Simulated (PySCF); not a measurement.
**Bi: ionisation energy**

Bi [Xe] 4f14 5d10 6s2 6p3 (4S) → Bi+ [Xe] 4f14 5d10 6s2 6p2 (3P), as a difference of total energies. Computed with PySCF 2.14 in aug-cc-pVDZ-PP with ECP60MDF (5s4p3d, 32 functions), with a scalar-relativistic core potential. Correlated levels: valence: 5s2 5p6 5d10 frozen. The calculations carry no spin-orbit coupling.

```json
{"method": "UHF", "ionisation energy (eV)": "8.232"}
{"method": "PBE", "ionisation energy (eV)": "8.586"}
{"method": "PBE0", "ionisation energy (eV)": "8.658"}
{"method": "r2SCAN", "ionisation energy (eV)": "8.782"}
{"method": "wB97X", "ionisation energy (eV)": "8.321"}
{"method": "PBEsol", "ionisation energy (eV)": "8.635"}
{"method": "B3LYP", "ionisation energy (eV)": "8.583"}
{"method": "ROHF", "ionisation energy (eV)": "8.243"}
{"method": "MP2 (valence)", "ionisation energy (eV)": "8.498"}
{"method": "SCS-MP2 (valence)", "ionisation energy (eV)": "8.402"}
```

Task: Estimate what LDA gives.

Result: 8.778 eV, closest to r2SCAN among the rows shown.

Task: Estimate what r2SCAN0 gives.

Result: 8.823 eV, closest to r2SCAN among the rows shown.

Spin-orbit coupling is strong in these open shells (close to jj coupling). The scalar numbers leave it out and a first-order estimate fails, so it can dominate the gap to the real levels.

Errors of the correlated levels include the incompleteness of this basis and the frozen core.

For comparison: 7.286 eV (measured; NIST Atomic Spectra Database, ionization energies).
